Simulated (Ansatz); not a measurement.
Ansatz (a first-principles code) input:

Ansatz 0.2 input:
```yaml
crystal:
  periodic: [false, false, false]
  atoms:
    - {symbol: Si, position_ang: [-0.31122260, -0.21252892, 0.78933338]}
    - {symbol: F, position_ang: [-1.46858888, -1.00061632, -0.09876316]}
    - {symbol: Cl, position_ang: [-0.44040154, 1.75730751, -0.29804621]}
    - {symbol: Cl, position_ang: [1.47419074, -1.05254565, -0.29970667]}
basis:
  gaussian:
    orbitals: def2-TZVPD
hamiltonian:
  xc: {name: wB97M-V}
total_charge: -1
output: {forces: true}
```

Problem. What final total energy does it print?

Solution. -1309.96338 Eh (wB97M-V/def2-TZVPD). The basis has 175 functions.
